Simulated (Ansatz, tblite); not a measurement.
Cost and result up the ladder for trans-NiH2(PH3)2 (NiP₂H₈) (11 atoms). Total charge 0; singlet. Geometry: PBE-D4/def2-SVP.

Cartesian coordinates in Å:
```
Ni -0.009 -0.155 -0.068
H -0.080 -1.533 -0.681
P -1.335 0.685 -1.449
H -0.888 1.817 -2.210
H -2.530 1.297 -0.940
H -1.961 -0.008 -2.541
H 0.062 1.237 0.552
P 1.333 -0.732 1.428
H 0.955 -0.511 2.795
H 2.591 -0.043 1.497
H 1.862 -2.055 1.617
```

Ansatz on 2 threads of Intel Xeon 6975P-C on a shared host; xTB runs through tblite on one thread. Times are rough, summed over both states, and most runs start from the orbitals of an earlier one. ωB97X-V/def2-TZVP serves as the yardstick here, not as an exact answer. The other state is a doublet.

The xTB rows come from tblite. HSE06 is defined as in plane-wave codes, on full-range PBE exchange. HOMO above LUMO, or a gap near zero within one spin, warns that the state may not be the lowest or that an electron is smeared out.

Run but left out: PBE-QIDH/def2-TZVP (singlet: restricted singlet, unstable in another Hartree–Fock run and untested here).

Raw xTB energies of ions are shifted by several eV.

```
                         level  functions  vertical IE (eV)  difference from ωB97X-V/def2-TZVP (eV)                                     remarks
          r2SCANh-D4/def2-TZVP        167              7.58                                   -0.08                                           –
                      GFN2-xTB         35             12.82                                    5.17                                           –
                      GFN1-xTB         43             13.20                                    5.54                                           –
             ωB97X-V/def2-TZVP        167              7.66                                    0.00                                           –
PBE-D4/def2-TZVP (with forces)        167              8.14                                    0.49  gap within one spin near zero (+1 doublet)
              B97M-V/def2-TZVP        167              7.78                                    0.12                                           –
            HSE06-D4/def2-TZVP        167              7.55                                   -0.11                                           –
           r2SCAN-D4/def2-TZVP        167              7.79                                    0.13                                           –
             PBE0-D4/def2-TZVP        167              7.56                                   -0.10                                           –
```

Q: Estimate how long each takes.

A: GFN2-xTB 0.009 s; GFN1-xTB 0.012 s; PBE-D4/def2-TZVP (with forces) 5.9 s; r2SCAN-D4/def2-TZVP 9.1 s; PBE0-D4/def2-TZVP 13 s; HSE06-D4/def2-TZVP 13 s; r2SCANh-D4/def2-TZVP 18 s; B97M-V/def2-TZVP 30 s; ωB97X-V/def2-TZVP 34 s. On shared hardware such times vary by a factor of up to 3.
